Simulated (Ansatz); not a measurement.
Reaction (cleavage of the Si–Si bond): `O[SiH2][SiH2][SiH3]` + `F[SiH](F)S` → `O[SiH2]S[SiH](F)F` + `[SiH3][SiH3]`

Gas-phase electronic energies from Ansatz, PBE0-D4/def2-TZVP geometries. CCSD(T)/CBS adds triple-zeta CCSD(T) − MP2 to the extrapolated MP2 energy (def2 sets, frozen cores). One conformer a species, not always the lowest.

`O[SiH2][SiH2][SiH3]`:

Z-matrix (Å, degrees):
```
Si
Si 1 2.346
O 1 1.653 2 113.4
H 1 1.493 2 107.9 3 -123.8
H 1 1.484 2 110.1 3 117.9
Si 2 2.340 1 110.3 3 179.1
H 2 1.490 1 110.7 3 -59.3
H 2 1.493 1 109.5 3 59.3
H 3 0.958 1 117.5 2 -56.2
H 6 1.488 2 111.1 1 -180.0
H 6 1.488 2 110.0 1 59.6
H 6 1.488 2 109.8 1 -59.7
```

`F[SiH](F)S`:

Cartesian coordinates in Å:
```
F 0.599 1.420 0.719
Si 0.059 0.371 -0.339
F 1.354 -0.266 -0.994
S -1.136 -1.097 0.579
H -0.727 1.066 -1.369
H -0.149 -1.494 1.404
```

`O[SiH2]S[SiH](F)F`:

Cartesian coordinates in Å:
```
O -1.519 -1.405 -0.751
Si -0.178 -1.414 0.190
S 1.375 -0.135 -0.564
Si 0.579 1.688 0.126
F 1.131 2.032 1.570
F 1.090 2.835 -0.837
H -1.423 -1.612 -1.682
H -0.632 -0.951 1.517
H 0.469 -2.745 0.246
H -0.892 1.708 0.185
```

`[SiH3][SiH3]`:

```xyz
8

Si   -0.704   -0.452   -0.817
Si    0.704    0.452    0.817
H    -1.387    0.635   -1.568
H     0.082   -1.272   -1.778
H    -1.737   -1.317   -0.186
H    -0.082    1.275    1.775
H     1.739    1.314    0.186
H     1.385   -0.635    1.570
```

| species | CCSD/def2-TZVPP energy (Eh) |
| --- | --- |
| `O[SiH2][SiH2][SiH3]` | -947.10877 |
| `F[SiH](F)S` | -887.61549 |
| `O[SiH2]S[SiH](F)F` | -1253.07171 |
| `[SiH3][SiH3]` | -581.68097 |

(1) Work out ΔE.

Largest T1 diagnostic among the species: 0.013.

Results:

(1) ΔE = (-1253.07171) + (-581.68097) − (-947.10877) − (-887.61549) = -0.02842 Eh = -17.8 kcal/mol. CCSD(T)/CBS gives -18.4 kcal/mol.

The D4 term adds −0.8 kcal/mol with B3LYP and −0.4 kcal/mol with PBE0; it sums over pairs of atoms, weighted by their polarisabilities, and B3LYP, whose exchange is more repulsive, gets the larger term. From PBE to PBE0 (25 % exact exchange), in def2-TZVPP and without D4, ΔE moves by −1.1 kcal/mol.

B3LYP here is the variant with VWN-RPA as its local correlation; programs differ in this.
